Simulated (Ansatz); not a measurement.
The same path of BBrH2 + H2 (6 atoms, charge 0, multiplicity 1) was run twice with different band settings.

The calculation used Ansatz 0.2.0, RKS PBE-D4/def2-SVP.

Relaxed end points:

```xyz
6
Properties=species:S:1:pos:R:3
B 0.006 -0.836 -0.417
H 0.380 0.611 2.066
H 1.020 -0.197 -0.589
H -1.112 -0.379 -0.503
Br 0.180 -2.689 -0.021
H -0.337 0.405 2.253
```

```xyz
6
Properties=species:S:1:pos:R:3
B 0.010 -0.828 -0.436
H 0.019 0.868 2.116
H 1.051 -0.238 -0.623
H -1.087 -0.333 -0.560
Br 0.106 -2.663 0.056
H 0.037 0.108 2.236
```

Common settings: movable images 7; climbing image yes; spring 5.0 eV/Å²; optimiser quadratic models (default); force threshold 0.03 eV/Å; iteration limit 60; end points relaxed.

| run | start path |
| --- | --- |
| 1 | through a guess of the saddle point |
| 2 | straight line |

(1) What does each run give, and how far can it be trusted?

## Answers

(1) Run 1: converged after 27 iterations, highest image 0.000 eV above the first end. The highest image is an end point: on this band no image between the ends rises above it.
Run 2: converged after 6 iterations, highest image 0.000 eV above the first end. The highest image is an end point: on this band no image between the ends rises above it.
